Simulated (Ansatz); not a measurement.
Saddle point of GaNH6O2, closed shell (GaNH₄O₂ ([NH2][Ga]([OH])[OH]) + H₂ → GaH₃O₂ ([OH][GaH][OH]) + NH₃ (still joined by a long Ga–N bond); bonds formed: Ga1–H6, N2–H5; bonds broken: H5–H6; bonds weakened to dative contacts: Ga1–N2), PBE0-D4/def2-TZVP structure:

```
atom    x (Å)    y (Å)    z (Å)
 Ga1  -0.4189  -0.4650  -0.1552
  N2   1.1021   0.7718  -0.0473
  O3  -0.1819  -2.1343   0.4218
  O4  -1.5980  -0.2282  -1.4702
  H5   0.1142   0.9954   0.9183
  H6  -0.7697   0.7137   1.2964
  H7   2.0053   0.4131   0.2385
  H8   1.2366   1.4491  -0.7884
  H9   0.3259  -2.2038   1.2312
 H10  -1.8155   0.6883  -1.6453
```

Energies are electronic, without zero-point energy. Barriers and step energies count from the start structure reached by relaxing down the imaginary mode; all methods use the PBE0-D4 structures, on which another method's saddle can fall below an end. Computed with Ansatz 0.2.0 (basis: def2-TZVPP, with def2-QZVPP for the basis limit); correlated methods freeze the cores. Filled d shells of the heavier atoms are correlated. The def2 sets are not built for correlating such inner shells, so the correlated values are less sure here. B3LYP uses VWN-RPA correlation. Extrapolation: Hartree–Fock as exp(−7.88 √X), correlation as X^−2.97.

| method | barrier (eV) | step energy (eV) |
| --- | --- | --- |
| SPW92 | 0.563 | -1.147 |
| PBE-D4 | 0.860 | -0.919 |
| BLYP-D4 | 1.024 | -0.842 |
| r2SCAN-D4 | 0.935 | -0.968 |
| B97M-V | ? | -1.066 |
| PBE0-D4 | ? | -0.996 |
| B3LYP-D4 | 1.077 | -0.922 |
| r2SCAN0-D4 | ? | -1.020 |
| BHLYP-D4 | 1.183 | -1.011 |
| CAM-B3LYP-D4 | 1.095 | -0.983 |
| wB97X-V | 1.121 | -0.963 |
| wB97M-V | 1.110 | -0.974 |
| B2PLYP | 1.135 | -0.899 |
| PBE-QIDH | 1.061 | -0.990 |
| RPA on PBE | 1.147 | -0.891 |
| HF | 1.505 | -0.977 |
| MP2 | 1.159 | -0.869 |
| CCSD | 1.201 | -0.951 |
| CCSD(T) | 1.141 | -0.931 |

(1) Fill in the withheld barriers. (An estimate is asked for; the value comes from the calculation.)

T1 diagnostic: at most 0.014.

Results:

(1) By the calculation: PBE0-D4 0.950; B97M-V 0.955; r2SCAN0-D4 1.003 eV. Each is the energy of the saddle less that of the start structure, by the same method.

For comparison, the barrier by CCSD(T) at an estimated basis limit (MP2 extrapolated from triple and quadruple zeta, plus CCSD(T) − MP2 in triple zeta) is 1.191 eV.

Labels in which every atom is bracketed show which atoms are joined, not bond orders.

For scale, one of the runs: CCSD(T)/def2-TZVPP, 225 basis functions, launched by `ansatz run in.yaml --threads 4 --pin off --events-out ev --progress --plain --max-ram 9574MiB`. Time: 2 min of wall clock on 4 CPU threads of an Arm Neoverse V1; the host was shared. Peak host memory: 3.9 GiB.
